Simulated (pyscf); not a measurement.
# Hydrogen shift: H₂P–In [singlet] → HP=InH

Gas phase, singlet surface, charge 0. Bonds broken: P2–H3. Bonds formed: In1–H3. Optimised with ωB97X-D3(BJ)/def2-SVP in PySCF. MP2 and CC: frozen core, UHF for open shells. ΔMP2 is the change of the MP2 total energy from the triple- to the quadruple-zeta basis.

Transition state (Å):

```xyz
4

In     1.3177    -0.4861    -1.0027
P     -0.0439     0.8458     0.5388
H      2.0610    -0.8338     0.6143
H     -0.7705    -0.3855     0.6785
```

One imaginary mode, 891i cm⁻¹; descent along it reached the two sides named.

```json
[
 {"bond": "P2–H3", "change": "breaks", "reactant side (Å)": "1.432", "saddle": "2.7", "product side": "4.0"},
 {"bond": "In1–H3", "change": "forms", "reactant side (Å)": "2.9", "saddle": "1.813", "product side": "1.702"}
]
```

Electronic energies relative to the reactant's lowest minimum found (kJ/mol):

```csv
level,barrier,reaction energy,reverse barrier
ωB97X-D3(BJ)/def2-TZVP,285.8,+116.4,169.5
PBE/def2-TZVP,238.0,+108.5,129.4
r²SCAN/def2-TZVP,246.5,+103.9,142.6
B3LYP-D3(BJ)/def2-TZVP,257.4,+125.2,132.2
PBE0-D3(BJ)/def2-TZVP,261.2,+113.9,147.3
M06-2X/def2-TZVP,275.7,+115.5,160.3
ωB97M-D3(BJ)/def2-TZVP,274.6,+119.6,155.0
HF/def2-TZVP,311.5,+135.9,175.6
MP2/def2-QZVPP,267.1,+111.2,155.9
CCSD/def2-TZVPP,261.7,+118.8,142.9
CCSD(T)/def2-TZVPP,240.9,+110.6,130.4
CCSD(T)/def2-TZVPP + ΔMP2(QZVPP),240.3,+111.4,128.9
```

With CCSD(T)/def2-TZVPP + ΔMP2(QZVPP) energies and thermal terms (ideal gas, 1 atm, RRHO with modes under 100 cm⁻¹ raised to 100, one conformer, R ln 2 for rigid chiral ones), in kJ/mol:

| T (K) | ΔH‡ | ΔG‡ | ΔH | ΔG |
|---|---|---|---|---|
| 298 | 229.2 | 228.4 | +106.0 | +107.6 |
| 600 | 228.2 | 228.1 | +106.7 | +109.0 |
| 900 | 227.1 | 228.2 | +107.5 | +109.9 |
| 1200 | 225.6 | 228.8 | +108.2 | +110.6 |

This is the saddle that the search found; another between the same sides may lie lower. One closed-shell reference is unstable to symmetry breaking; treat the single-reference values with care. The CCSD(T) − MP2 part came from Ansatz, without density fitting, on the same reference. The largest closed-shell T1 diagnostic is 0.036, which may signal static correlation. The frozen core leaves the outer d or s,p core shells of the metals and heavy elements correlated in the MP2 and CC values, and def2-TZVPP describes them poorly, which can shift differences by a few kcal/mol. Elements past Kr carry the def2 core potentials, without spin-orbit coupling.
